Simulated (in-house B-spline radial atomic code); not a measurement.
Ionising Br+ with different functionals

Computed with an all-electron radial atomic-structure program (B-spline basis): non-relativistic Hamiltonian, point nucleus, spin-polarised at highest spin, spherical fractional occupations for the functionals, the average over the highest-spin determinants for Hartree-Fock. The ionisation energy is the difference of two self-consistent energies, [Ar] 3d10 4s2 4p4 → [Ar] 3d10 4s2 4p3, without Breit or QED terms; ε is the level of the shell that loses the electron (its least bound occupied spin orbital). There is no spin-orbit coupling in this Hamiltonian.

Hybrids are left out here: with spherical fractional occupations of an open shell their exact exchange keeps a self-interaction that integer-occupation calculations don't have.

```
           method          rung  ΔSCF (eV)  -ε(4p) (eV)
     Hartree-Fock  Hartree-Fock      20.06        20.71
         LDA VWN5           LDA      21.68        16.76
         LDA PW92           LDA      21.68        16.77
LDA exchange-only           LDA      19.85        15.14
              PBE           GGA      21.26        16.44
           PBEsol           GGA      21.26        16.46
             BLYP           GGA      21.35        16.41
             RPBE           GGA          ?            ?
             PW91           GGA          ?            ?
             BP86           GGA      21.47        16.61
             AM05           GGA      21.25        16.44
             OLYP           GGA      20.95        16.22
             TPSS      meta-GGA      21.19        16.45
             SCAN      meta-GGA      21.07        16.46
           r2SCAN      meta-GGA      21.04        16.46
            M06-L      meta-GGA      20.92        16.10
          revTPSS      meta-GGA      21.16        16.44
```

(1) What does PW91 give?

(2) What does RPBE give?

(3) How do they compare with the NIST value?

Answers

(1) ΔSCF 21.35 eV, and -ε(4p) = 16.52 eV.

(2) ΔSCF 21.12 eV, and -ε(4p) = 16.35 eV.

(3) NIST lists 21.591 eV (measured, ground level to ground level). Errors run from -1.74 to +0.09 eV; LDA VWN5 is closest (+0.09 eV), but part of that can be cancellation, since the calculations leave out relativity, Breit-QED terms, multiplet and fine-structure energies. Hartree-Fock also lacks correlation.
